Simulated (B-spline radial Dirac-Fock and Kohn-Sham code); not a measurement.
## Mo⁺ 4d3/2: cross section and angular parameters

System: the Mo⁺ ion in the configuration [Kr] 4d5; threshold 13.84 eV (orbital energy of the model). These are calculated numbers from a radial B-spline solver; the model is Dirac-Hartree-Slater photoionisation with a Latter tail; cross sections with all multipoles, angular parameters from the dipole term and its interference with E2.

Input of the calculation (task.json; shells as n, l, electrons):

```json
{"items": [{
  "Z": 42,
  "q": 1,
  "cfg": [[1, 0, 2], [2, 0, 2], [2, 1, 6], [3, 0, 2], [3, 1, 6], [3, 2, 10], [4, 0, 2], [4, 1, 6], [4, 2, 5]],
  "A": 98,
  "rrms": 4.4091,
  "do": "xps",
  "hv": [60, 80, 81.0, 100, 106.0, 127.0, 150, 158.0, 195.0, 358.0, 521.0, 526.0, 620.0, 802.0, 1050.0, 1160.0, 1253.6, 1280.0, 1430.0, 2000, 2440.0, 3680.0, 3930.0, 4040.0, 4420.0, 6140.0, 6270.0, 8047.8, 8960.0, 15000]
}]}
```

Launch: `python xray2_run.py task.json out`

For linearly polarised light dσ/dΩ = σ/(4π) [1 + β P₂(cos θ) + (δ + γ cos²θ) sin θ cos φ], with θ from the polarisation vector and φ the angle between the beam and the projection of the electron momentum on the plane normal to the polarisation.

| hν (eV) | σ (kb) | β | γ | δ |
| --- | --- | --- | --- | --- |
| 60 | 500 | 1.664 | 0.009 | 0.008 |
| 80 | 63.2 | 1.663 | 0.171 | -0.012 |
| 81 | 58.1 | 1.552 | 0.189 | -0.015 |
| 100 | 42.6 | -0.804 | 0.254 | -0.054 |
| 106 | 50.5 | -0.767 | 0.201 | -0.048 |
| 127 | 78.5 | -0.208 | 0.089 | -0.030 |
| 150 | 95.5 | 0.206 | 0.038 | -0.020 |
| 158 | 98.3 | 0.308 | 0.027 | -0.017 |
| 195 | 98.3 | 0.630 | -0.003 | -0.009 |
| 358 | 50.6 | 1.126 | -0.013 | 0.010 |
| 521 | 24.9 | 1.260 | 0.037 | 0.020 |
| 526 | 24.5 | 1.263 | 0.038 | 0.021 |
| 620 | 17.1 | 1.292 | 0.075 | 0.025 |
| 802 | ? | ? | ? | ? |
| 1050 | 4.65 | 1.295 | 0.254 | 0.043 |
| 1160 | 3.55 | 1.283 | 0.297 | 0.047 |
| 1253.6 | 2.87 | 1.271 | 0.332 | 0.050 |
| 1280 | 2.70 | 1.267 | 0.342 | 0.051 |
| 1430 | 1.97 | 1.246 | 0.396 | 0.057 |
| 2000 | 0.720 | 1.161 | 0.578 | 0.079 |
| 2440 | 0.382 | 1.098 | 0.693 | 0.097 |
| 3680 | 0.0959 | 0.948 | 0.925 | 0.148 |
| 3930 | 0.0762 | 0.922 | 0.961 | 0.158 |
| 4040 | 0.0692 | 0.912 | 0.976 | 0.162 |
| 4420 | 0.0503 | 0.877 | 1.024 | 0.178 |
| 6140 | 0.0151 | 0.750 | 1.194 | 0.245 |
| 6270 | 0.0140 | 0.742 | 1.205 | 0.250 |
| 8047.8 | 0.00541 | 0.649 | 1.322 | 0.316 |
| 8960 | 0.00356 | 0.610 | 1.367 | 0.349 |
| 15000 | 0.000450 | 0.432 | 1.516 | 0.544 |

Question: Give the values at 802 eV.

Answer: σ = 9.28 kb, β = 1.308, γ = 0.152, δ = 0.033.
